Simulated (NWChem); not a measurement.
All runs are NWChem calculations. System: Cl₂Ge, charge 1, spin multiplicity 2, at the geometry of a parent with another charge or spin, in a state set for the comparison that need not be this species' ground state. Its SCF solution wasn't tested for a lower state. Level: UHF/pcseg-2.

Input file:

```
start mol
memory heap 200 mb stack 900 mb global 1100 mb
charge 1
geometry units angstroms nocenter noautoz
  Ge     0.000000     0.000000    -0.723300
  Cl    -1.708867     0.000000     0.680753
  Cl     1.708867     0.000000     0.680753
  symmetry group C2v
end
basis spherical
  * library pcseg-2
end
scf
  uhf
  nopen 1
  maxiter 100
  thresh 1e-7
  semidirect memsize 60000000 filesize 0
  # guess.movecs holds the orbitals of an unrestricted PBE0 run
  vectors input guess.movecs output mol.movecs
end
task scf energy
```

NWChem printed:

```
             Northwest Computational Chemistry Package (NWChem) 7.3.0
             --------------------------------------------------------

                                NWChem Input Module
                                -------------------

 Scaling coordinates for geometry "geometry" by  1.889725989
 (inverse scale =  0.529177249)

 Turning off AUTOSYM since
 SYMMETRY directive was detected!

                             Geometry "geometry" -> ""
                             -------------------------

 Output coordinates in angstroms (scale by  1.889725989 to convert to a.u.)

  No.       Tag          Charge          X              Y              Z
 ---- ---------------- ---------- -------------- -------------- --------------
    1 Ge                  32.0000     0.00000000     0.00000000    -0.72330000
    2 Cl                  17.0000    -1.70886700     0.00000000     0.68075300
    3 Cl                  17.0000     1.70886700     0.00000000     0.68075300

 Effective nuclear repulsion energy (a.u.)     305.0651408432

            Nuclear Dipole moment (a.u.)
            ----------------------------
        X                 Y               Z
 ---------------- ---------------- ----------------
     0.0000000000     0.0000000000     0.0000037795

      Symmetry information
      --------------------

 Group name             C2v
 Group number             16
 Group order               4
 No. of unique centers     2

      Symmetry unique atoms

     1    2


 Summary of "ao basis" -> "" (spherical)
 ------------------------------------------------------------------------------
       Tag                 Description            Shells   Functions and Types
 ---------------- ------------------------------  ------  ---------------------
 *                          pcseg-2                   on all atoms

 Summary of "ao basis" -> "ao basis" (spherical)
 ------------------------------------------------------------------------------
       Tag                 Description            Shells   Functions and Types
 ---------------- ------------------------------  ------  ---------------------
 Ge                         pcseg-2                 15       43   6s5p3d1f
 Cl                         pcseg-2                 12       34   5s4p2d1f

                                 NWChem SCF Module
                                 -----------------

  ao basis        = "ao basis"
  functions       =   111
  atoms           =     3
  alpha electrons =    33
  beta  electrons =    32
  charge          =   1.00
  wavefunction    = UHF
  use symmetry    = T
  symmetry adapt  = T

 Summary of "ao basis" -> "ao basis" (spherical)
 ------------------------------------------------------------------------------
       Tag                 Description            Shells   Functions and Types
 ---------------- ------------------------------  ------  ---------------------
 Ge                         pcseg-2                 15       43   6s5p3d1f
 Cl                         pcseg-2                 12       34   5s4p2d1f

      Symmetry analysis of basis
      --------------------------

        a1         42
        a2         15
        b1         33
        b2         21

 Forming initial guess at       0.1s

   Symmetry analysis of molecular orbitals - initial alpha
   -------------------------------------------------------

  Numbering of irreducible representations:

     1 a1          2 a2          3 b1          4 b2

  Orbital symmetries:

     1 a1          2 b1          3 a1          4 a1          5 b2
[...]
  ----- ------------  ---------------      ----- ------------  ---------------
    16      0.360044  1 Ge px                55     -0.281936  2 Cl px
    89     -0.281936  3 Cl px                57      0.184263  2 Cl pz
    91     -0.184263  3 Cl pz                10     -0.174597  1 Ge px

 Vector   31  Occ=1.000000D+00  E=-6.835173D-01  Symmetry=a2
              MO Center= -1.4D-13, -1.7D-15,  6.3D-01, r^2= 4.0D+00
   Bfn.  Coefficient  Atom+Function         Bfn.  Coefficient  Atom+Function
  ----- ------------  ---------------      ----- ------------  ---------------
    56      0.421577  2 Cl py                90     -0.421577  3 Cl py
    59      0.211017  2 Cl py                93     -0.211017  3 Cl py
    50     -0.190122  2 Cl py                84      0.190122  3 Cl py
    53      0.176080  2 Cl py                87     -0.176080  3 Cl py

 Vector   32  Occ=1.000000D+00  E=-6.700466D-01  Symmetry=b1
              MO Center= -3.5D-15,  1.1D-15,  6.0D-01, r^2= 4.0D+00
   Bfn.  Coefficient  Atom+Function         Bfn.  Coefficient  Atom+Function
  ----- ------------  ---------------      ----- ------------  ---------------
    57      0.302935  2 Cl pz                91     -0.302935  3 Cl pz
    55      0.297199  2 Cl px                89      0.297199  3 Cl px
    60      0.156729  2 Cl pz                94     -0.156729  3 Cl pz
    58      0.152335  2 Cl px                92      0.152335  3 Cl px

 Vector   33  Occ=0.000000D+00  E=-3.241247D-01  Symmetry=a1
              MO Center=  3.0D-14, -4.3D-15, -4.7D-01, r^2= 3.9D+00
   Bfn.  Coefficient  Atom+Function         Bfn.  Coefficient  Atom+Function
  ----- ------------  ---------------      ----- ------------  ---------------
     6      0.602073  1 Ge s                 18     -0.282979  1 Ge pz
     5      0.270675  1 Ge s                 57      0.256505  2 Cl pz
    91      0.256505  3 Cl pz                60      0.210540  2 Cl pz
    94      0.210540  3 Cl pz                 4     -0.191415  1 Ge s

 Vector   34  Occ=0.000000D+00  E=-2.189555D-01  Symmetry=b2
              MO Center=  3.3D-14,  3.7D-15, -6.4D-01, r^2= 3.3D+00
   Bfn.  Coefficient  Atom+Function         Bfn.  Coefficient  Atom+Function
  ----- ------------  ---------------      ----- ------------  ---------------
    17      0.607849  1 Ge py                20      0.442504  1 Ge py
    11     -0.249761  1 Ge py                59     -0.194611  2 Cl py
    93     -0.194611  3 Cl py                14      0.168519  1 Ge py

 Vector   35  Occ=0.000000D+00  E=-1.009410D-01  Symmetry=b1
              MO Center=  7.7D-13,  1.3D-15, -7.1D-01, r^2= 5.4D+00
   Bfn.  Coefficient  Atom+Function         Bfn.  Coefficient  Atom+Function
  ----- ------------  ---------------      ----- ------------  ---------------
    19      0.824308  1 Ge px                16      0.432232  1 Ge px
    48      0.357281  2 Cl s                 82     -0.357281  3 Cl s
    60     -0.285954  2 Cl pz                94      0.285954  3 Cl pz
    57     -0.181784  2 Cl pz                91      0.181784  3 Cl pz
    10     -0.172232  1 Ge px

 center of mass
 --------------
 x =   0.00000000 y =   0.00000000 z =  -0.07694239

 moments of inertia (a.u.)
 ------------------
         252.994041883176           0.000000000000           0.000000000000
           0.000000000000         982.326503277895           0.000000000000
           0.000000000000           0.000000000000         729.332461394719

  Mulliken analysis of the total density
  --------------------------------------

    Atom       Charge   Shell Charges
 -----------   ------   -------------------------------------------------------
    1 Ge  32    31.04   2.00  2.00  1.16  0.79  0.85  0.72  6.00  5.90  0.35  0.95  0.03  9.74  0.34  0.16  0.04
    2 Cl  17    16.98   2.01  0.38  1.59  1.06  0.92  5.92  0.97  2.99  1.11  0.00  0.03  0.00
    3 Cl  17    16.98   2.01  0.38  1.59  1.06  0.92  5.92  0.97  2.99  1.11  0.00  0.03  0.00

  Mulliken analysis of the alpha density
  --------------------------------------

    Atom       Charge   Shell Charges
 -----------   ------   -------------------------------------------------------
    1 Ge  32    15.72   1.00  1.00  0.58  0.39  0.49  0.40  3.00  2.95  0.20  0.55  0.01  4.87  0.18  0.08  0.02
    2 Cl  17     8.64   1.01  0.19  0.80  0.53  0.46  2.96  0.52  1.60  0.57  0.00  0.01  0.00
    3 Cl  17     8.64   1.01  0.19  0.80  0.53  0.46  2.96  0.52  1.60  0.57  0.00  0.01  0.00

   Mulliken analysis of the beta density
   -------------------------------------

    Atom       Charge   Shell Charges
 -----------   ------   -------------------------------------------------------
    1 Ge  32    15.32   1.00  1.00  0.58  0.40  0.36  0.31  3.00  2.95  0.15  0.40  0.02  4.87  0.17  0.08  0.02
    2 Cl  17     8.34   1.01  0.19  0.80  0.53  0.46  2.96  0.45  1.39  0.54  0.00  0.01  0.00
    3 Cl  17     8.34   1.01  0.19  0.80  0.53  0.46  2.96  0.45  1.39  0.54  0.00  0.01  0.00

   Mulliken analysis of the spin density
   -------------------------------------

    Atom       Charge   Shell Charges
 -----------   ------   -------------------------------------------------------
    1 Ge  32     0.40   0.00  0.00  0.01 -0.01  0.13  0.09  0.00  0.00  0.05  0.14 -0.00 -0.01  0.01 -0.00  0.00
    2 Cl  17     0.30   0.00  0.00 -0.00  0.00 -0.00  0.00  0.06  0.21  0.02 -0.00 -0.00  0.00
    3 Cl  17     0.30   0.00  0.00 -0.00  0.00 -0.00  0.00  0.06  0.21  0.02 -0.00 -0.00  0.00

       Multipole analysis of the density wrt the origin
       ------------------------------------------------

     L   x y z        total         alpha         beta         nuclear
     -   - - -        -----         -----         ----         -------
     0   0 0 0      1.000000    -33.000000    -32.000000     66.000000

     1   1 0 0      0.000000     -0.000000      0.000000      0.000000
     1   0 1 0     -0.000000     -0.000000     -0.000000      0.000000
     1   0 0 1     -1.267145     -0.229109     -1.038040      0.000004

     2   2 0 0    -25.922120   -193.551971   -186.932905    354.562756
     2   1 1 0      0.000000      0.000000     -0.000000      0.000000
     2   1 0 1      0.000000      0.000000      0.000000      0.000000
     2   0 2 0    -27.274787    -14.089002    -13.185784      0.000000
     2   0 1 1      0.000000      0.000000      0.000000      0.000000
     2   0 0 2    -24.005391    -73.783227    -66.273364    116.051200

 Task  times  cpu:        4.4s     wall:        4.4s

 Total times  cpu:        4.4s     wall:        4.4s
```
